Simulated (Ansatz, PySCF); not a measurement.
CH7F2NSi2, SMILES C[SiH2]N[SiH](F)F. Atoms are numbered in the order given.

```xyz
13

Si     1.2729     0.4966     0.0707
F      2.5606    -0.4743     0.2141
F      1.6711     1.4863    -1.1482
N     -0.1339    -0.3957    -0.2956
Si    -1.6673    -0.4529     0.5666
C     -3.0632     0.2848    -0.4485
H      1.0953     1.2777     1.3039
H     -0.0806    -0.9732    -1.1350
H     -1.9985    -1.8681     0.9075
H     -1.4596     0.3219     1.8219
H     -4.0154     0.2396     0.1054
H     -3.1981    -0.2653    -1.3942
H     -2.8539     1.3381    -0.6940
```
Charge 0, spin multiplicity 1.

Coordinates come from a B3LYP-D3(BJ)/def2-SVP optimisation. This is a generated structure with no PubChem entry under its InChIKey; it may be hypothetical. The values are those of a single conformer.

Two levels are set side by side: PBE-D3(BJ)/def2-SVP (Ansatz, a quantum-chemistry and plane-wave program) and B3LYP-D3(BJ)/def2-SVP (Ansatz). Each level has its own optimised geometry; the coordinates shown are those of the second. Frequencies come from the Hessian of PySCF at each geometry. Differences are taken from unrounded values.

| quantity | B3LYP-D3(BJ) | PBE-D3(BJ) | PBE-D3(BJ) minus B3LYP-D3(BJ) |
|---|---|---|---|
| mean bond length (Å) | 1.447 | 1.457 | 0.010 |
| bond Si1–F2 (Å) | 1.619 | 1.631 | 0.012 |
| bond Si1–F3 (Å) | 1.620 | 1.632 | 0.012 |
| bond Si1–N4 (Å) | 1.706 | 1.716 | 0.010 |
| bond N4–Si5 (Å) | 1.760 | 1.769 | 0.009 |
| bond Si5–C6 (Å) | 1.877 | 1.882 | 0.005 |
| bond Si1–H7 (Å) | 1.470 | 1.485 | 0.014 |
| bond N4–H8 (Å) | 1.020 | 1.027 | 0.007 |
| bond Si5–H9 (Å) | 1.493 | 1.507 | 0.014 |
| bond Si5–H10 (Å) | 1.490 | 1.503 | 0.013 |
| bond C6–H11 (Å) | 1.103 | 1.110 | 0.007 |
| bond C6–H12 (Å) | 1.102 | 1.109 | 0.007 |
| bond C6–H13 (Å) | 1.102 | 1.109 | 0.007 |
| highest harmonic wavenumber (cm⁻¹) | 3554 | 3489 | -65 |
| mean harmonic wavenumber (cm⁻¹) | 1138 | 1106 | -32 |
| zero-point energy (kcal/mol) | 53.69 | 52.18 | -1.51 |

GGA bonds tend to be longer and softer than those of functionals with exact exchange. Differences between two approximate levels are no errors against the true value.
